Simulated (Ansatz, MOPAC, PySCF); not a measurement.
Gas-phase reaction in SMILES: FC(=CCl)F -> FC(=[C]Cl)F + H atom (the C-H bond breaks)

Wanted: bond dissociation energy (enthalpy at 298 K), in kcal/mol. Conventions: no dispersion term unless named; open shells spin-unrestricted; spin-orbit terms left out; non-relativistic. First-principles rows: single points at B3LYP-D3(BJ) geometries (Ansatz, a quantum-chemistry and plane-wave program), with unscaled harmonic terms from B3LYP/6-31G* (Ansatz) at its own minima. Semi-empirical rows: MOPAC heats of formation at their own minima for 298 K.

```csv
species,coefficient,"E at BP86/def2-SVP (PySCF), Eh","E at M06-2X/def2-TZVPD (PySCF), Eh","H(298 K) - E, kcal/mol","heat of formation at MNDO (MOPAC), kcal/mol"
FC(F)=CCl,-1,-736.34576,-736.68120,21.20,-89.87
FC(F)=[C]Cl,+1,-735.66143,-735.99388,13.42,-42.93
H atom,+1,-0.49913,-0.49815,1.48,52.10
```

 1 Eh = 627.5095 kcal/mol.

Problem. Compute it at each level from the table.

Solution. 
- BP86/def2-SVP: the sum of coefficient times E is 0.18520 Eh, or 116.21 kcal/mol; the thermal terms add -6.30. Result: 109.9 kcal/mol.
- M06-2X/def2-TZVPD: the sum of coefficient times E is 0.18917 Eh, or 118.71 kcal/mol; the thermal terms add -6.30. Result: 112.4 kcal/mol.
- MNDO: the sum of coefficient times heat of formation is 99.04 kcal/mol; it needs no thermal term.
